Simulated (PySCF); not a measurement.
GeH₃O₃, SMILES [OH][Ge]([OH])[OH], multiplicity 2.

The structure is a stationary point at B3LYP-D3(BJ)/def2-SVP. The isomer is the one that the SMILES or the coordinates give; other isomers of the formula were not compared. The values are those of a single conformer.

The numbers are results of B3LYP-D3(BJ)/def2-SVP in PySCF 2.14.0, not measurements.

Frequencies are harmonic and unscaled.

Modes within 1.5 cm⁻¹ of each other (mostly degenerate sets) share a row, with their intensities summed.

Computed normal modes with their intensities:
```csv
mode,ν (cm⁻¹),IR (km/mol),moving atoms (share of kinetic energy)
1–2,102,80.6,"H 71 %, O 24 %"
3,155,226.5,H 96 %
4–5,251,20.5,"O 62 %, H 32 %"
6,263,30.4,"O 67 %, Ge 31 %"
7,648,21.5,"O 88 %, Ge 9 %"
8–9,678,225.2,"O 76 %, Ge 22 %"
10,850,52.3,H 93 %
11–12,865,220.5,"H 89 %, O 8 %"
13–14,3817,244.2,H 94 %
15,3819,0.5,H 94 %
```
